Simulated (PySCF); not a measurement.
GeBrI, SMILES [Br][Ge][I] (connectivity only; charge and spin as stated), neutral, multiplicity 1. The structure is a stationary point at B3LYP-D3(BJ)/def2-SVP. The def2 effective core potentials stand for the cores of I; spin–orbit coupling is left out.

All values below come from B3LYP-D3(BJ)/def2-SVP run with PySCF.

Harmonic wavenumbers (cm⁻¹): 85, 228, 280. Rotational constants (GHz): 4.028, 0.6703, 0.5746; symmetry number 1.

### Question
Work out the zero-point energy and the ideal-gas rigid-rotor harmonic-oscillator thermochemistry at 298.15 K and 1 atm.

### Answer
ZPE = ½ Σ hcν = ½ × 593 cm⁻¹ = 3.55 kJ/mol. H − E(el) = 18.00 kJ/mol. Entropy in J/(mol K): translation 179.00, rotation 124.34, vibration 30.09, total 333.43. G − E(el) = -81.41 kJ/mol. Cp = 56.14 J/(mol K). Modes under 150 cm⁻¹ make the vibrational entropy uncertain.
